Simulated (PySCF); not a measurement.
## Mo: ionisation energy

Mo [Kr] 4d5 5s1 (7S) → Mo+ [Kr] 4d5 (6S), as a difference of total energies. All numbers are calculated (PySCF 2.14, scalar relativity through the core potential, in aug-cc-pwCVTZ-PP with ECP28MDF). Correlated levels: valence: 4s2 4p6 frozen; valence and next inner shell: nothing frozen outside the core potential. The calculations carry no spin-orbit coupling.

```
                                method  ionisation energy (eV)
                                   UHF                   6.241
                                   LDA                   7.780
                                  PBE0                   7.243
                                r2SCAN                   7.568
                               wB97X-V                   6.769
                                  TPSS                   7.354
                         MP2 (valence)                   6.815
                     SCS-MP2 (valence)                   6.432
    MP2 (valence and next inner shell)                   7.138
SCS-MP2 (valence and next inner shell)                   6.724
```

Estimate what PBE gives.

7.521 eV, closest to r2SCAN among the rows shown.

Estimate what LC-wPBE gives.

6.872 eV, closest to MP2 (valence) among the rows shown.

Errors of the correlated levels include the incompleteness of this basis and the frozen core.

For comparison: 7.092 eV (measured; NIST Atomic Spectra Database, ionization energies).
